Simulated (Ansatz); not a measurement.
Relaxation of C₂H₁₁SbSi₂ (16 atoms, charge 0, multiplicity 1), to a largest force component of 0.015 eV/Å in at most 40 steps.

Computed with RKS PBE0/def2-SVP in Ansatz.

```xyz
16
Properties=species:S:1:pos:R:3
C -0.793 -1.446 -0.548
C 0.445 -0.652 -0.258
Sb 1.884 -1.057 -1.811
Si 0.227 1.211 -0.185
Si -1.161 1.692 1.536
H -1.266 -1.055 -1.533
H -1.562 -1.224 0.247
H -0.597 -2.474 -0.619
H 0.860 -0.970 0.761
H 3.212 -0.390 -0.782
H 2.168 -2.685 -1.158
H 1.461 1.896 0.005
H -0.528 1.678 -1.445
H -0.562 1.230 2.810
H -1.347 3.141 1.629
H -2.464 1.083 1.397
```

Q: Where does it end, and by what steps?

A: It converged. After 8 steps the energy has fallen by 0.512 eV; H10 moved furthest, 0.21 Å.

| step | energy less start (eV) | largest force component (eV/Å) | accepted |
| --- | --- | --- | --- |
| 0 | 0.0000 | 3.109 | yes |
| 1 | -0.3546 | 1.550 | yes |
| 2 | -0.4953 | 0.348 | yes |
| 3 | -0.5101 | 0.067 | yes |
| 4 | -0.5089 | 0.107 | no |
| 5 | -0.5112 | 0.019 | yes |
| 6 | -0.5113 | 0.022 | yes |
| 7 | -0.5117 | 0.016 | yes |
| 8 | -0.5117 | 0.013 | yes |

```xyz
16
Properties=species:S:1:pos:R:3
C -0.803 -1.448 -0.540
C 0.476 -0.651 -0.282
Sb 1.970 -1.086 -1.849
Si 0.190 1.214 -0.166
Si -1.250 1.778 1.608
H -1.273 -1.176 -1.500
H -1.558 -1.272 0.246
H -0.614 -2.534 -0.563
H 0.946 -0.973 0.662
H 3.297 -0.531 -0.909
H 2.210 -2.694 -1.285
H 1.494 1.924 0.041
H -0.402 1.718 -1.449
H -0.688 1.283 2.905
H -1.418 3.262 1.700
H -2.602 1.164 1.423
```

Time of the run: 61 s on 2 threads of Arm Neoverse V2, with other jobs on the host, peak memory 0.46 GiB.
